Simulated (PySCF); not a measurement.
Core-level binding energies of GaCl2(SMe)

Species: GaCl2(SMe), CH3Cl2GaS.
Bonds: Ga1–Cl2, Ga1–Cl3, Ga1–S4, S4–C5. Hydrogens: H6, H7, H8 on C5.

Computed with PySCF 2.14.0, delta-SCF UKS SCAN, pcX-2 on the ionised atom, pcseg-1 elsewhere, spin-free X2C. Binding energies are ΔSCF values: E(core-ionised, relaxed orbitals) − E(ground state) at a fixed geometry, referred to the vacuum level.

Question: List the computed XPS lines with their assignment.

Answer: 
| atom(s) | bonded to | level | binding energy (eV) | 2p1/2 (eV) | count |
| --- | --- | --- | --- | --- | --- |
| Cl2/Cl3 | Ga | Cl 2p3/2 | 205.84 | 207.49 | 2 |
| C5 | S and 3 H | C 1s | 291.85 | – | 1 |
| S4 | C and Ga | S 1s | 2477.31 | – | 1 |
| Cl2/Cl3 | Ga | Cl 1s | 2828.43 | – | 2 |

Question: Give the binding energy of S 1s of S4 in hartree and in kJ/mol.

Answer: 2477.31 eV = 91.0395 Eh = 239024 kJ/mol.

Topologically equivalent atoms share the value of their first member; where this conformer doesn't relate them by symmetry, their own values could differ. Not every level is listed. Spin–orbit coupling isn't in the SCF: each 2p doublet comes from a relaxed spin-free hole plus a matrix of the shell (mean-field spin–orbit coupling and the ground-state 2p splitting), with 2p3/2 averaged over its two sublevels. 2p1/2 minus 2p3/2 (ligand field included): Cl 1.65 eV. No level of gallium is listed. The structure is a single PBE0-D3(BJ)/def2-SVP conformer in the gas phase; no vibrational or solvent corrections.

On one thread of an Intel Xeon at 2.50 GHz, shared host with 64 logical CPUs at a one-minute load of 58, this took 62 s wall, 48 s CPU and 0.43 GiB of memory at its peak.
